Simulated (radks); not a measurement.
Ionisation ladder of zirconium, from Zr7+ to Zr16+. Each ion is in the ground configuration listed by NIST, and IE = E(next ion) - E(this ion). Calculated with a radial shooting solver on a logarithmic mesh with Libxc functionals: scalar-relativistic Kohn-Sham, PBE, spin-polarised, spherical densities, point nucleus; open shells are filled with parallel spins first (spin-orbit coupling, left out, can overturn this in heavy ions).

| species | configuration | E (hartree) | IE, Delta-SCF (eV) | IE, NIST (eV) | kind | error (eV) |
|---|---|---|---|---|---|---|
| Zr7+ | [Ar] 3d10 4s2 4p3 | -3585.04309 | 134.94 | 133.7 | semi-emp. | +1.2 |
| Zr8+ | [Ar] 3d10 4s2 4p2 | -3580.08429 | 152.89 | 153 | theory | -0.1 |
| Zr9+ | [Ar] 3d10 4s2 4p1 | -3574.46586 | 170.95 | 172.02 | semi-emp. | -1.1 |
| Zr10+ | [Ar] 3d10 4s2 | -3568.18363 | 216.16 | 214.9 | semi-emp. | +1.3 |
| Zr11+ | [Ar] 3d10 4s1 | -3560.24002 | 238.35 | 236.25 | exp. | +2.1 |
| Zr12+ | [Ar] 3d10 | -3551.48096 | 427.46 | 426 | theory | +1.5 |
| Zr13+ | [Ar] 3d9 | -3535.77217 | 474.37 | 470 | theory | +4.4 |
| Zr14+ | [Ar] 3d8 | -3518.33926 | 522.76 | 520 | theory | +2.8 |
| Zr15+ | [Ar] 3d7 | -3499.12836 | 572.51 | 573 | theory | -0.5 |
| Zr16+ | [Ar] 3d6 | -3478.08908 | 623.52 | 622 | theory | +1.5 |

Reference values: NIST Atomic Spectra Database (exp. = measured, semi-emp. = semi-empirical, theory = theoretical value adopted there). The ionisation energy per charge of the ion left behind rises most, in proportion, at Zr12+ ([Ar] 3d10), from 19.862 to 32.881 eV. Against the entries that are not theoretical the mean signed error is +0.4 % and the largest +0.9 %. Open shells are spherical and high-spin; term and fine-structure splittings are not resolved.
